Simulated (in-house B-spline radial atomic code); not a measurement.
The outermost shell (largest non-relativistic mean radius) with and without relativity; Dirac values are averaged over j. Computed with a radial B-spline atomic code at the basis-set limit: non-relativistic Hartree-Fock and Dirac-Hartree-Fock, averages of the configuration (point nuclei without relativity, finite nuclei with it).

| ion | configuration | outermost shell | radius non-relativistic (bohr) | radius Dirac (bohr) | radius change (%) | level non-relativistic (eV) | level Dirac (eV) |
| --- | --- | --- | --- | --- | --- | --- | --- |
| B4+ | 1s1 | 1s | 0.3 | 0.29987 | -0.044384 | -340.142 | -340.26 |
| C4+ | 1s2 | 1s | 0.26676 | 0.2666 | -0.058596 | -392.304 | -392.47 |
| N4+ | [He] 2s1 | 2s | 1.0525 | 1.0517 | -0.074735 | -97.712 | -97.777 |
| O4+ | [He] 2s2 | 2s | 0.93594 | 0.93503 | -0.097072 | -111.314 | -111.41 |
| F4+ | [He] 2s2 2p1 | 2s | 0.8429 | 0.84184 | -0.12597 | -127.036 | -127.19 |
| Ne4+ | [He] 2s2 2p2 | 2s | 0.76643 | 0.76522 | -0.15895 | -143.691 | -143.91 |
